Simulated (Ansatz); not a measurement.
Coupled-cluster diagnostics for BMe2Br (C2H6BBr), Ansatz.

Geometry of the singlet (PBE0-D4/def2-SVP):

```xyz
10

B    -0.112   -0.354   -0.354
C     1.260   -0.463    0.383
H     1.072   -1.043    1.308
H     1.637    0.519    0.710
H     2.039   -0.999   -0.177
C    -1.162    0.768   -0.076
H    -0.906    1.609   -0.750
H    -1.091    1.164    0.949
H    -2.200    0.487   -0.301
Br   -0.538   -1.687   -1.691
```

Correlated methods freeze 12 core orbitals; core or outer-core shells of Br are correlated, in sets that lack core-valence functions.

(1) Estimate the CCSD(T) correlation energy, the shares of MP2 and (T), T1 and the reference's ⟨S²⟩ for: charge 0, singlet, own geometry in def2-TZVPP; and the rough time on 4 threads of Arm Neoverse V2 on a shared host.

## Answers

(1) 
```json
{"state": "charge 0, singlet, own geometry", "basis": "def2-TZVPP", "correlation (eV)": "-21.739", "MP2 share (%)": "91.6", "(T) share (%)": "3.6", "T1": "0.009", "⟨S²⟩ (pure)": "0.00 (0.00)", "wall time": "4.4 min"}
```
Customary marks for T1 are 0.02 (closed shells), 0.045 (open shells) and about 0.05 (3d metals). T1 stays under 0.02 throughout.
